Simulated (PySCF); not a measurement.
## Two-component Hartree-Fock for Ru (ruthenium, neutral)

Start: [Kr] 4d7 5s1; 4d3/2 filled at m_j = -3/2, -1/2, +1/2, +3/2; 4d5/2 filled at m_j = +1/2, +3/2, +5/2; 5s1/2 filled at m_j = +1/2. Calculated with PySCF 2.14 in x2c-TZVPall-2c: generalised Hartree-Fock with the X2C-1e Hamiltonian and a Gaussian nucleus; one run each with spin-orbit coupling (SO) switched off, then screened by Boettger's factors.

| spinor shell | electrons | ε, spin-free (eV) | ε, screened SO (eV) | weight of nominal j (screened SO) | rms radius, screened SO (bohr) |
| --- | --- | --- | --- | --- | --- |
| 1s1/2 | 2 | -22234.8 | -22233.3 | 1.000 | 0.0384 |
| 2s1/2 | 2 | -3276.5 | -3276.0 | 1.000 | 0.158 |
| 2p1/2 | 2 | -2927.7 | -3018.2 | 1.000 | 0.137 |
| 3s1/2 | 2 | -611.09 | -610.94 | 1.000 | 0.428 |
| 3p1/2 | 2 | -493.43 | -509.37 | 1.000 | 0.425 |
| 3p3/2 | 4 | -493.43 | -485.89 | 1.000 | 0.436 |
| 3d3/2 | 4 | -304.35 | -307.16 | 0.993 | 0.416 |
| 3d5/2 | 6 | -304.35 | -302.29 | 0.995 | 0.420 |
| 4s1/2 | 2 | -93.578 | -93.522 | 1.000 | 1.09 |
| 4p1/2 | 2 | -58.272 | -62.601 | 0.823 | 1.21 |
| 4p3/2 | 4 | -58.272 | -56.129 | 0.912 | 1.22 |
| 4d5/2 | 3 | -10.745 | -11.475 | 0.760 | 1.82 |
| 4d3/2 | 4 | -10.745 | -10.199 | 0.700 | 1.84 |
| 5s1/2 | 1 | -6.483 | -6.479 | 0.999 | 3.81 |

Problem. Where does 2p3/2 lie, and what is the 2p spin-orbit splitting (screened SO)?

Solution. At -2885.4 eV, 132.78 eV above 2p1/2.

```tsv
quantity	spin-free	screened SO
E (hartree)	-4527.66513	-4528.31412
M_J	5	5
⟨J²⟩	30.009	30.010
⟨L²⟩	12.006	12.091
⟨S²⟩	6.003	5.975
```

Each row is a mean over spinors that exchange with the open shell spreads, by up to 7.660 eV (4p3/2).

Rows whose weight is well below 1 are mixtures of j = l ± 1/2: exchange outweighs spin-orbit coupling there, and the label is only the starting occupation.

Breit and QED terms are absent; they matter most for the inner s and p1/2 levels.

Densities and radii are taken from the X2C orbitals without a picture-change correction, which distorts them close to the nucleus.

Without spin-orbit coupling the j labels of p, d and f shells carry no meaning; the spin-free column gives the mean over the occupied spinors of each nl shell.
